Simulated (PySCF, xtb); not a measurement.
(1Z,3Z)-1,4-dichlorobuta-1,3-diene (C4H4Cl2), SMILES C(=C/Cl)/C=C\Cl. The values are those of a single conformer.

Harmonic wavenumbers (cm⁻¹) from GFN2-xTB (xtb) at its own minimum, in rising order: 53, 129, 166, 282, 464, 470, 647, 725, 728, 755, 807, 854, 904, 1076, 1164, 1232, 1239, 1312, 1616, 1622, 3071, 3079, 3088, 3092.

What does PySCF with PBE-D3(BJ)/def2-SVP give at its own minimum? (Estimate from the structure and the level; the computed values follow.)

63, 130, 173, 301, 497, 505, 667, 697, 732, 756, 774, 902, 932, 1063, 1148, 1208, 1260, 1338, 1581, 1644, 3105, 3113, 3152, 3152. Paired by order, the mean absolute difference is 26 cm⁻¹ and the zero-point energies are 40.8 and 41.3 kcal/mol.
